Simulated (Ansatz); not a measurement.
Reaction (formal exchange of groups at the Al–S bond): `CC(C)[S][Al]([CH3])[CH3]` + `COB(O)O` → `[CH3][Al]([CH3])[O]B(O)O` + `CSC(C)C`

Program: Ansatz. Geometries: PBE0-D4/def2-TZVP. ΔE: electronic, gas phase. CCSD(T)/CBS adds triple-zeta CCSD(T) − MP2 to the extrapolated MP2 energy (def2 sets, frozen cores). DFT in def2-TZVPP. B3LYP here is the variant with VWN-RPA as its local correlation; programs differ in this. Each species was taken in one conformer, which may not be the lowest.

(1) Is it downhill or uphill in electronic energy at CCSD(T)/CBS, and by how much? (Best estimate.)

(2) What do these levels give: r2SCAN-D4, B3LYP-D4, ωB97M-V, B2PLYP, PBE, r2SCAN, PBE0, HF/def2-TZVPP, CCSD(T)/def2-TZVPP, HF/def2-QZVPP, HF/CBS(def2), CCSD/CBS(def2)? (An estimate is asked.)

Largest T1 diagnostic among the species: 0.012.

Results:

(1) Computed: Downhill: ΔE = -80.8 kJ/mol.

(2) Computed: r2SCAN-D4 -77.9, B3LYP-D4 -79.3, ωB97M-V -80.5, B2PLYP -82.5, PBE -73.0, r2SCAN -78.5, PBE0 -74.8, HF/def2-TZVPP -80.7, CCSD(T)/def2-TZVPP -79.0, HF/def2-QZVPP -82.5, HF/CBS(def2) -82.7, CCSD/CBS(def2) -82.6 kJ/mol.
